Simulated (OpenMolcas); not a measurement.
A ladder of methods for Si2H4F2 (SMILES F[SiH](F)[SiH3])

Si2H4F2: 8 atoms, total charge 0, spin state singlet. SMILES: `F[SiH](F)[SiH3]`. The coordinates come from a PBE0-D4/def2-TZVP relaxation.

Quantity: the vertical energy of the triplet above the singlet, in eV. The values are calculated.

```json
{"level": "SVWN5/cc-pVDZ", "kind": "LDA", "program": "OpenMolcas", "value (eV)": "5.91", "CPU time (all runs)": "85 s"}
{"level": "PBE/cc-pVDZ", "kind": "GGA", "program": "OpenMolcas", "value (eV)": "5.84", "CPU time (all runs)": "2.3 min"}
{"level": "TPSS/cc-pVDZ", "kind": "meta-GGA", "program": "OpenMolcas", "value (eV)": "5.98", "CPU time (all runs)": "3.4 min"}
{"level": "r2SCAN/cc-pVDZ", "kind": "meta-GGA", "program": "OpenMolcas", "value (eV)": "6.00", "CPU time (all runs)": "2.9 min"}
{"level": "B3LYP/cc-pVDZ", "kind": "global hybrid", "program": "OpenMolcas", "value (eV)": "6.26", "CPU time (all runs)": "5 min"}
{"level": "BHLYP/cc-pVDZ", "kind": "global hybrid", "program": "OpenMolcas", "value (eV)": "6.59", "CPU time (all runs)": "3.8 min"}
{"level": "M06-2X/cc-pVDZ", "kind": "hybrid meta-GGA", "program": "OpenMolcas", "value (eV)": "6.48", "CPU time (all runs)": "3.6 min"}
{"level": "PBE0/cc-pVDZ", "kind": "global hybrid", "program": "OpenMolcas", "value (eV)": "6.15", "CPU time (all runs)": "2.4 min"}
```

The values span 5.84 to 6.59 eV. A triplet this far above the singlet is often a Rydberg-like or dissociative state; sets without diffuse functions put Rydberg states too high. Times are those of the runs behind each value, whatever else they computed, on shared processors of several kinds: orders of magnitude only.
